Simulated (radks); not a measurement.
Values are calculated unless marked as measured or tabulated.
Problem. Ionisation ladder of strontium, from Sr to Sr10+ (ions without a valid solution omitted). Each ion is in the ground configuration listed by NIST, and IE = E(next ion) - E(this ion). Level of theory: non-relativistic Kohn-Sham, SCAN, spin-unpolarised, spherical densities, point nucleus; meta-GGA in the generalised Kohn-Sham scheme; relativity is left out, which matters for an element this heavy (a radial shooting solver on a logarithmic mesh with Libxc functionals).

species      configuration  IE, Delta-SCF (eV)  -e(HOMO) (eV)  HOMO  <r> HOMO (bohr)
Sr                [Kr] 5s2               5.810          3.542    5s             4.46
Sr+               [Kr] 5s1              10.302          8.132    5s             4.06
Sr2+                  [Kr]              43.777         37.075    4p             1.55
Sr3+     [Ar] 3d10 4s2 4p5              57.693         50.608    4p             1.50
Sr4+     [Ar] 3d10 4s2 4p4                   ?         64.893    4p             1.45
Sr5+     [Ar] 3d10 4s2 4p3                   ?         79.835    4p             1.41
Sr6+     [Ar] 3d10 4s2 4p2                   ?         95.343    4p             1.37
Sr10+            [Ar] 3d10                   ?         306.57    3d            0.484

Estimate the withheld Delta-SCF values.

Solution. Sr4+: 72.313 eV (NIST 71); Sr5+: 87.544 eV (NIST 88); Sr6+: 103.30 eV (NIST 104); Sr10+: 327.59 eV (NIST 324.1).

Beside tabulated values, note that spin-unpolarised runs miss the spin-polarisation part of the exchange energy of open shells.
